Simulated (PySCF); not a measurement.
C2H12N2Si2, SMILES C[SiH2]CN[SiH2]N.

Geometry: PBE-D3(BJ)/def2-SVP. This is a generated structure with no PubChem entry under its InChIKey; it may be hypothetical. One conformer was computed; it need not be the lowest.

Computed with PBE-D3(BJ)/def2-SVP run with PySCF.

Frequencies are harmonic and unscaled.

Computed harmonic wavenumbers and intensities:
```tsv
mode	ν (cm⁻¹)	IR (km/mol)	moving atoms (share of kinetic energy)
1	23	0.7	N 45 %, H 22 %, C 22 %, Si 10 %
2	63	0.7	H 35 %, C 28 %, Si 19 %, N 18 %
3	90	1.2	H 32 %, C 25 %, Si 23 %, N 19 %
4	153	0.8	H 56 %, N 26 %, C 11 %
5	176	4.3	H 59 %, N 26 %, C 9 %
6	179	0.1	H 44 %, C 26 %, Si 17 %, N 13 %
7	252	10.3	H 72 %, Si 14 %, N 10 %
8	272	13.3	H 32 %, Si 30 %, N 27 %, C 12 %
9	334	121.9	H 74 %, N 21 %
10	384	84.2	H 84 %
11	425	28.9	H 62 %, N 23 %, Si 12 %
12	469	4.3	H 86 %, Si 13 %
13	570	0.5	H 77 %, C 10 %, Si 9 %
14	587	9.3	H 80 %, Si 10 %, C 9 %
15	622	21.3	H 74 %, C 15 %
16	659	0.8	C 44 %, H 42 %, Si 13 %
17	693	43.0	H 79 %, Si 11 %
18	729	25.7	C 35 %, H 30 %, Si 26 %, N 9 %
19	764	18.9	H 44 %, N 25 %, C 18 %, Si 13 %
20	795	16.0	H 66 %, N 27 %
21	824	52.8	H 56 %, C 23 %, N 12 %, Si 9 %
22	854	60.3	H 76 %, C 17 %
23	858	87.4	H 52 %, N 23 %, Si 21 %
24	872	305.4	H 72 %, Si 13 %
25	908	70.0	H 94 %
26	939	185.3	H 76 %, Si 17 %
27	944	123.6	H 85 %, Si 11 %
28	1108	38.0	H 37 %, C 33 %, N 28 %
29	1153	69.8	H 75 %, N 19 %
30	1211	20.3	H 78 %, C 21 %
31	1218	3.3	H 77 %, C 21 %
32	1351	29.9	H 74 %, N 19 %
33	1382	12.5	H 93 %
34	1387	1.8	H 94 %
35	1391	5.6	H 96 %
36	1482	48.7	H 89 %, N 11 %
37	2110	201.8	H 96 %
38	2121	240.0	H 98 %
39	2131	104.2	H 97 %
40	2146	117.0	H 96 %
41	2903	56.9	H 94 %
42	2974	4.1	H 97 %
43	3010	3.3	H 92 %, C 8 %
44	3071	5.5	H 91 %, C 9 %
45	3078	3.0	H 91 %, C 9 %
46	3497	16.7	H 96 %
47	3528	13.7	H 93 %
48	3601	20.9	H 91 %, N 9 %
```
